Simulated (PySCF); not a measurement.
C₆H₁₃BO₂.
Bonds: C1–C2, C2–C3, C2–C4, C2–B5, B5–O6, O6–C7, C7–C8, C8–O9, B5–O9. Hydrogens: H10, H11, H12 on C1; H13, H14, H15 on C3; H16, H17, H18 on C4; H19, H20 on C7; H21, H22 on C8.

Torsions of this conformer, `[CH3:1][C:2]([CH3:3])([CH3:4])[B:5]1[O:6][CH2:7][CH2:8][O:9]1`: C1–C2–B5–O6 -147°.

The closed-shell ground state was solved at several levels (PySCF, density fitting, gas phase, non-relativistic). Isolated species at its PBE0-D3(BJ)/def2-SVP geometry, gas phase.

```json
{"level": "PBE0/pcSseg-1", "basis functions": "218", "HOMO (eV)": "-7.95", "LUMO (eV)": "1.16", "gap (eV)": "9.11", "dipole (D)": "2.13"}
{"level": "wB97X-D/def2-SVPD", "basis functions": "290", "HOMO (eV)": "-9.93", "LUMO (eV)": "1.79", "gap (eV)": "11.72", "dipole (D)": "2.00"}
```

(1) Estimate the row for B3LYP/pcSseg-1, a basis of 218 functions; the other rows only guide the guess.

(2) Over all these levels, which gives the widest orbital gap and which the narrowest?

(3) How far do the dipole and the HOMO energy spread over the levels?

## Answers

(1) HOMO -7.73 eV, LUMO 0.84 eV, gap 8.57 eV, dipole 2.16 D.

(2) wB97X-D/def2-SVPD (range-separated hybrid) has the widest, 11.72 eV, and B3LYP/pcSseg-1 (global hybrid, 20 % exact exchange) the narrowest, 8.57 eV. Functional and basis both differ between the two, so the spread mixes both effects.

(3) The dipole runs from 2.00 to 2.16 D (mean 2.10 D) and the HOMO from -9.93 to -7.73 eV.
